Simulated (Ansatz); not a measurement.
Program: Ansatz. Geometries: PBE0-D4/def2-TZVP. ΔE: electronic, gas phase. CCSD(T)/CBS is the MP2 limit (def2-TZVPP, def2-QZVPP) plus CCSD(T) − MP2 in def2-TZVPP, frozen cores. This one scheme is used for every species. Functionals use def2-TZVPP. Each species was taken in one conformer, which may not be the lowest.

Reaction (formal exchange of groups at a B–F bond): `FB(F)[SiH3]` + `C[SiH3]` → `FB([SiH3])C[SiH3]` + H–F

CCSD(T)/CBS gives +135.0 kJ/mol.

Task: Another level gave +139.5 kJ/mol. Which?
A. revPBE-D4/def2-TZVPP
B. PBE-D4/def2-TZVPP
C. PBE-QIDH/def2-TZVPP
D. BHLYP-D4/def2-TZVPP

Result: C. PBE-QIDH 139.5, revPBE-D4 128.7, BHLYP-D4 147.3, PBE-D4 133.2 kJ/mol.

Largest T1 diagnostic among the species: 0.014.

Leaving LDA and LC-ωPBE aside and taking each functional with its dispersion term where it has one, the values, not all of them listed here, spread over 21.8 kJ/mol, from revPBE-D4 to B2PLYP. LDA lies −4.8 kJ/mol from PBE without D4. In def2-TZVPP, CCSD(T) changes the Hartree–Fock value by −28.1 kJ/mol (the triples alone add −3.4 kJ/mol) and MP2 by −31.2 kJ/mol.
